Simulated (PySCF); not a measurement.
## GaCl₂: from structure and modes to constants

Computed with PySCF, UwB97X, basis Ga def2-TZVP, Cl def2-TZVP (no relativity, density fitting).

The doublet minimum has C2v symmetry. Masses (u): Ga 68.92558, Cl 34.96885.

```xyz
3
charge 0 multiplicity 2, angstrom
Ga    0.0000   -0.5507    0.0000
Cl    0.0000    0.5406    1.8586
Cl    0.0000    0.5406   -1.8586
```

Harmonic wavenumbers (cm⁻¹): 119.7 (a1, ×1), 379.5 (a1, ×1), 426.6 (b2, ×1).

Q: Find the principal moments of inertia and the rotational constants. What kind of rotor is it?

A: About the centre of mass I = 41.341, 241.58, 282.92 u Å². With B = 16.8576/I this gives 0.4078, 0.06978, 0.05958 cm⁻¹. The molecule is an asymmetric top with κ = -0.94.

Q: What is the harmonic zero-point energy?

A: Half the sum of all 3 wavenumbers, 926/2 = 463 cm⁻¹, which is 5.5 kJ/mol (1 cm⁻¹ = 0.0119627 kJ/mol).

Q: Find the vibrational entropy and heat capacity at 298.15 K.

A: With u = 1.43878 ω/T, each mode gives S = R[u/(eᵘ−1) − ln(1−e⁻ᵘ)] and C = R u² eᵘ/(eᵘ−1)².
```
ω (cm⁻¹)      u  S (J/(mol K))  C (J/(mol K))
   119.7  0.578          12.99           8.09
   379.5  1.832           4.36           6.33
   426.6  2.059           3.64           5.91
```
The sums over all modes are S = 21.0 and C = 20.3 J/(mol K); the softest mode gives 62 % of the entropy.

Q: Give the standard entropy (298.15 K, 1 bar) by its translational, rotational, vibrational and spin parts, and Cp.

A: Sackur–Tetrode with M = 138.86 u gives 170.4; rotation with symmetry number 2 gives 104.5; vibration 21.0; spin R ln 2 = 5.8. The total is 301.6 J/(mol K), and Cp = 4 R + 20.3 = 53.6 J/(mol K).

Only a few start shapes were tried, so a lower isomer may exist.
